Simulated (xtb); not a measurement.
C2H6Cl2Si, triplet, at the geometry of the source list (a higher spin typed on purpose: for a closed-shell molecule this is an excited state); GFN1-xTB (xtb 6.7.1).

The xtb input:
```
$ xtb mol.xyz --gfn 1 --uhf 2 --acc 0.1 --json

# file mol.xyz
11

C      1.46970000    -0.56850000    -0.39370000
Si     0.04640000     0.66220000    -0.12100000
C     -1.52280000    -0.18950000     0.53220000
Cl     0.63840000     2.07840000     1.21270000
Cl    -0.38170000     1.58440000    -1.88200000
H      1.19660000    -1.33230000    -1.11570000
H      2.35960000    -0.06830000    -0.76690000
H      1.73950000    -1.06940000     0.53130000
H     -2.32760000     0.52520000     0.68340000
H     -1.88050000    -0.94260000    -0.16360000
H     -1.33770000    -0.67970000     1.48340000
```

Question: Predict the main parts of the log of this xtb run.

Answer: 
```
   ID    Z sym.   atoms
    1    6 C      1, 3
    2   14 Si     2
    3   17 Cl     4, 5
    4    1 H      6-11

           -------------------------------------------------
          |                Calculation Setup                |
           -------------------------------------------------

           -------------------------------------------------
          |                 G F N 1 - x T B                 |
           -------------------------------------------------

          ...................................................
          :                      SETUP                      :
          :.................................................:
          :  # basis functions                  50          :
          :  # atomic orbitals                  47          :
          :  # shells                           25          :
          :  # electrons                        32          :
          :  # halogen bonds                     0          :
          :  max. iterations                   250          :
          :  Hamiltonian                  GFN1-xTB          :
          :  restarted?                      false          :
          :  GBSA solvation                  false          :
          :  PC potential                    false          :
          :  electronic temp.          300.0000000     K    :
          :  accuracy                    0.1000000          :
          :  -> integral cutoff          0.3500000E+02      :
          :  -> integral neglect         0.1000000E-08      :
          :  -> SCF convergence          0.1000000E-06 Eh   :
          :  -> wf. convergence          0.2000000E-05 e    :
          :  Broyden damping             0.4000000          :
          :  net charge                          0          :
          :  unpaired electrons                  2          :
          ...................................................

 iter      E             dE          RMSdq      gap      omega  full diag
   1    -17.8077302 -0.178077E+02  0.715E+00    0.42       0.0  T
   2    -17.8138384 -0.610819E-02  0.432E+00    0.00       1.0  T
   3    -17.6710399  0.142798E+00  0.299E+00    0.46       1.0  T
   4    -17.8115210 -0.140481E+00  0.900E-01    0.22       1.0  T
   5    -17.8225115 -0.109905E-01  0.433E-01    0.01       1.0  T
   6    -17.8243902 -0.187872E-02  0.305E-01    0.09       1.0  T
   7    -17.8255134 -0.112315E-02  0.788E-02    0.05       1.0  T
   8    -17.8251472  0.366126E-03  0.119E-01    0.06       1.0  T
   9    -17.8256078 -0.460511E-03  0.655E-02    0.06       1.0  T
  10    -17.8256712 -0.634467E-04  0.224E-02    0.05       1.3  T
  11    -17.8256798 -0.862933E-05  0.145E-02    0.06       2.1  T
  12    -17.8256832 -0.337874E-05  0.475E-03    0.05       6.4  T
  13    -17.8256835 -0.328975E-06  0.149E-03    0.05      20.2  T
  14    -17.8256836 -0.190792E-07  0.949E-04    0.05      31.8  T
  15    -17.8256836 -0.130856E-07  0.521E-05    0.05     578.7  T
  16    -17.8256836  0.817515E-10  0.109E-04    0.05     276.0  T
  17    -17.8256836 -0.147050E-09  0.144E-05    0.05    2098.8  T
  18    -17.8256836 -0.334666E-11  0.170E-06    0.05   17766.5  T

   *** convergence criteria satisfied after 18 iterations ***

 transition dipole moment (au) for excitation:          16          17
     X       Y       Z
   0.7066  -0.0897  -0.2186  total (au/Debye):    0.745   1.894
 dE (eV)             :    7.911
 oscillator strength :  0.15213E+00

         :::::::::::::::::::::::::::::::::::::::::::::::::::::
         ::                     SUMMARY                     ::
         :::::::::::::::::::::::::::::::::::::::::::::::::::::
         :: total energy             -17.680231816252 Eh    ::
         :: gradient norm              0.063873277943 Eh/a0 ::
         :: HOMO-LUMO gap              0.054456382517 eV    ::
         ::.................................................::
         :: SCC energy               -17.825683566040 Eh    ::
[...]
         9        2.0000           -0.5150821             -14.0161
        10        2.0000           -0.4963264             -13.5057
        11        2.0000           -0.4870013             -13.2520
        12        2.0000           -0.4844811             -13.1834
        13        2.0000           -0.4745040             -12.9119
        14        2.0000           -0.4615333             -12.5590
        15        2.0000           -0.4591872             -12.4951
        16        1.0000           -0.4384451             -11.9307
        17        0.6722           -0.1477321              -4.0200 (HOMO)
        18        0.1997           -0.1457309              -3.9655 (LUMO)
        19        0.1280           -0.1452272              -3.9518
        20        0.0000           -0.1356545              -3.6913
        21                         -0.0976522              -2.6573
        22                         -0.0831931              -2.2638
        23                         -0.0623110              -1.6956
        24                         -0.0622942              -1.6951
        25                         -0.0605813              -1.6485
        26                         -0.0480151              -1.3066
        27                         -0.0374535              -1.0192
        28                         -0.0370631              -1.0085
       ...                                ...                  ...
        47                          0.9476893              25.7879
      -------------------------------------------------------------
                  HL-Gap            0.0020012 Eh            0.0545 eV
             Fermi-level           -0.2979136 Eh           -8.1066 eV

  Mulliken/CM5 charges         n(s)   n(p)   n(d)
     1C    -0.04113 -0.15270   1.060  2.981  0.000
     2Si    0.33010  0.13521   1.167  1.492  1.011
     3C    -0.04117 -0.15274   1.060  2.981  0.000
     4Cl   -0.11558 -0.07179   1.888  5.191  0.036
     5Cl   -0.11559 -0.07181   1.888  5.191  0.036
     6H    -0.01648  0.03860   1.016  0.000  0.000
     7H     0.02461  0.07967   0.975  0.000  0.000
     8H    -0.01647  0.03862   1.016  0.000  0.000
     9H     0.02463  0.07970   0.975  0.000  0.000
    10H    -0.01647  0.03862   1.016  0.000  0.000
    11H    -0.01645  0.03863   1.016  0.000  0.000

Wiberg/Mayer (AO) data.
largest (>0.10) Wiberg bond orders for each atom

 ---------------------------------------------------------------------------
     #   Z sym  total        # sym  WBO       # sym  WBO       # sym  WBO
 ---------------------------------------------------------------------------
     1   6 C    3.833 --     6 H    0.932     8 H    0.932     7 H    0.926
                             2 Si   0.789     3 C    0.113
     2  14 Si   4.587 --     4 Cl   1.326     5 Cl   1.326     3 C    0.790
                             1 C    0.789
     3   6 C    3.833 --    10 H    0.932    11 H    0.932     9 H    0.926
                             2 Si   0.790     1 C    0.113
     4  17 Cl   1.497 --     2 Si   1.326
     5  17 Cl   1.497 --     2 Si   1.326
     6   1 H    1.095 --     1 C    0.932
     7   1 H    1.031 --     1 C    0.926
     8   1 H    1.095 --     1 C    0.932
     9   1 H    1.031 --     3 C    0.926
    10   1 H    1.095 --     3 C    0.932
    11   1 H    1.095 --     3 C    0.932
 ---------------------------------------------------------------------------

Topologies differ in total number of bonds
Writing topology from bond orders to xtbtopo.mol

 dipole moment from electron density (au)
     X       Y       Z
  -0.0425  -0.6076   0.1113  total (Debye):    1.574

           -------------------------------------------------
          | TOTAL ENERGY              -17.680231816252 Eh   |
          | GRADIENT NORM               0.063873277943 Eh/α |
          | HOMO-LUMO GAP               0.054456382517 eV   |
           -------------------------------------------------

normal termination of xtb
```
